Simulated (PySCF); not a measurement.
## Co²⁺ (cobalt, charge +2) across methods

[Ar] 3d6 4p1, one real determinant (an excited configuration). All numbers are calculated (PySCF 2.14, scalar relativity by spin-free X2C-1e, in x2c-TZVPPall (6s5p4d2f1g, 64 functions)).

```tsv
method	E (hartree)	mean ε 3d α (eV)	mean ε 3d β (eV)	mean ε 4p α (eV)	Σ⟨r²⟩ (bohr²)	⟨S²⟩
MN15	-1392.623	-40.018	-35.916	-19.300	21.60	8.751
LDA	-1389.155	-36.617	-32.366	-18.311	21.51	8.751
r2SCAN0	-1391.816	-39.898	-35.213	-19.024	21.55	8.752
UHF	-1390.65368	-47.822	-41.777	-20.609	21.90	8.753
r2SCAN	-1391.834	-36.984	-32.621	-18.365	21.52	8.751
PBE0	-1391.641	-39.420	-35.045	-18.939	21.59	8.751
BLYP	-1391.929	-36.166	-32.487	-18.088	21.58	8.751
PBE	-1391.605	-36.357	-32.432	-18.233	21.58	8.751
```

(1) Estimate the same row for CAM-B3LYP.

⟨L²⟩ = 8.00 against 12 for a pure F term, so this real determinant mixes terms.

## Answers

(1) E (hartree) = -1391.939; mean ε 3d α (eV) = -40.788; mean ε 3d β (eV) = -36.661; mean ε 4p α (eV) = -20.082; Σ⟨r²⟩ (bohr²) = 21.58; ⟨S²⟩ = 8.751.
